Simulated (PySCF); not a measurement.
C3H4O3, SMILES O=C1OCCO1 (connectivity only; charge and spin as stated), charge -1, multiplicity 2. Atoms are numbered in the order given.

```xyz
10

O      2.0756    -0.1199    -0.0166
C      0.8769    -0.1229    -0.3138
O     -0.0158    -1.0969     0.3549
C     -1.3168    -0.7014     0.0388
C     -1.2553     0.8479     0.0043
O      0.1041     1.1535    -0.1284
H     -2.0154    -1.0862     0.7991
H     -1.6234    -1.0931    -0.9544
H     -1.8506     1.2535    -0.8393
H     -1.6506     1.2913     0.9389
```
Charge -1, spin multiplicity 2.

Geometry optimised at B3LYP-D3(BJ)/def2-SVPD. The multiplicity is an assumed one; no other spin state was optimised. Other conformers were not sampled.

Two levels are set side by side: PBE/pcH-1 (PySCF) and B3LYP/pcH-1 (PySCF). Contact hyperfine couplings, same geometry. Differences are taken from unrounded values.

| quantity | B3LYP | PBE | PBE minus B3LYP |
|---|---|---|---|
| A(iso) of 17O, atom O1 (MHz) | -41.1 | -31.8 | 9.4 |
| A(iso) of 13C, atom C2 (MHz) | 504.1 | 451.1 | -53.0 |
| A(iso) of 17O, atom O3 (MHz) | -69.5 | -70.4 | -0.9 |
| A(iso) of 13C, atom C4 (MHz) | -2.1 | -0.8 | 1.4 |
| A(iso) of 13C, atom C5 (MHz) | -4.4 | -4.0 | 0.5 |
| A(iso) of 17O, atom O6 (MHz) | -88.4 | -88.1 | 0.3 |
| A(iso) of 1H, atom H7 (MHz) | -3.3 | -4.0 | -0.7 |
| A(iso) of 1H, atom H8 (MHz) | -2.7 | -2.2 | 0.5 |
| A(iso) of 1H, atom H9 (MHz) | -0.7 | 0.7 | 1.4 |
| A(iso) of 1H, atom H10 (MHz) | 4.8 | 4.8 | -0.1 |

Rough cost on one machine, each run with all the roots and properties that it gave: B3LYP against PBE within a factor of 2.
